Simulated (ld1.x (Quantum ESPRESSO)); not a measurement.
**Varying the RRKJ potential for nitrogen**

Base potential:

nitrogen (N), norm-conserving RRKJ (Kleinman–Bylander form), made with ld1.x (Quantum ESPRESSO) 7.5 (PBE, scalar-relativistic). Core [He], reference 2s2 2p2.5 (charge +0.5). Waves: 2s (bound): rc 1.00 bohr; 3d channel at 0.05 Ry: rc 1.05 bohr; 2p (bound): rc 1.25 bohr. Local part: the p channel. Core correction: Bessel-smoothed model core inside 0.80 bohr.

Cutoffs, loose and tight: the cutoffs (Ry, on a coarse ladder) from which the occupation-weighted sum of valence levels, in a spherical-Bessel basis at the reference potential, stays within 10 and 1 mRy of its value at 400 Ry. They do not see the model core or the augmentation charge, which bear on the density cutoff. Test errors are all-electron minus pseudo excitation energies from the reference, over the configurations 2s2 2p3; 2s2 2p2; 2s2 2p1; 2s2 2p3.3; 2s0 2p5; 2s1 2p3; 2s1 2p4. A dash means not determined; rows that change the core or the reference have their own tests.

```tsv
change	outcome	cutoff, loose	cutoff, tight	bound ghosts	largest test error (meV)
base	generated	80 Ry	110 Ry	none	+29
wave 3d channel at 0.05 Ry: rc 1.05 bohr becomes 3d channel at 0.19 Ry: rc 1.05 bohr	generated	80 Ry	110 Ry	none	+29
type PAW; waves now 2s (bound): rcut 0.85, rcutus 1.00 bohr; 2s channel at 2.8 Ry: rcut 0.85, rcutus 1.00 bohr; 2p (bound): rcut 1.10, rcutus 1.25 bohr; 2p channel at -0.2 Ry: rcut 1.10, rcutus 1.25 bohr; 3d channel at 0.05 Ry: rc 1.05 bohr; local potential the d channel; augmentation PSQ, inside the norm-conserving radii	generated	45 Ry	55 Ry	none	-2.1
wave 2p (bound): rc 1.25 bohr becomes 2p (bound): rc 1.86 bohr	generated	80 Ry	100 Ry	none	+162
wave 3d channel at 0.05 Ry: rc 1.05 bohr becomes 3d channel at 0.05 Ry: rc 1.52 bohr	generated	80 Ry	110 Ry	none	+29
core correction Bessel-smoothed model core inside 0.68 bohr	generated	80 Ry	110 Ry	none	+34
wave 2s (bound): rc 1.00 bohr becomes 2s (bound): rc 0.96 bohr	generated	80 Ry	110 Ry	none	+28
local potential all-electron potential smoothed inside 0.85 bohr (lloc = -2)	generated	80 Ry	100 Ry	none	+48
all radii but the core radius scaled by about 0.74 (s 0.74, p 0.92, d 0.78 bohr)	generated	110 Ry	160 Ry	none	+37
reference 2s2 2p3	generated	80 Ry	110 Ry	none	+573
reference 2s1.75 2p3.25	generated	80 Ry	110 Ry	none	+265
reference 2s1 2p4	generated	70 Ry	110 Ry	none	+648
functional LDA (PZ)	generated	80 Ry	110 Ry	none	+38
```
